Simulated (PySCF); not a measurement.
## Working out the ionisation energy of Ru

Ru [Kr] 4d7 5s1 (5F) → Ru⁺ [Kr] 4d7 (4F). All numbers are calculated (PySCF 2.14, a scalar-relativistic core potential, in def2-QZVPPD with the def2 core potential (28 electrons)). Frozen: nothing. Energies in hartree (1 hartree = 27.21139 eV):

```json
{"part": "UHF", "Ru (lower)": "-94.126139", "Ru⁺ (upper)": "-93.893795"}
{"part": "MP2 opposite-spin", "Ru (lower)": "-0.354092", "Ru⁺ (upper)": "-0.335235"}
{"part": "MP2 same-spin", "Ru (lower)": "-0.170941", "Ru⁺ (upper)": "-0.148990"}
```

Q: What does Hartree-Fock give?

A: (-93.893795) − (-94.126139) = 0.232344 hartree = 6.322 eV.

Q: What do MP2 and SCS-MP2 (6/5 opposite-spin, 1/3 same-spin) give?

A: The opposite-spin parts differ by 0.513 eV and the same-spin parts by 0.597 eV. MP2: 6.322 + (0.513) + (0.597) = 7.432 eV. SCS-MP2: 6.322 + 1.2 × (0.513) + (0.597)/3 = 7.137 eV.

Measured between the centres of the two terms (NIST): 7.365 eV, so MP2 (valence and next inner shell) is off by 0.067 eV.

What remains against the reference includes basis incompleteness and correlation beyond second order.
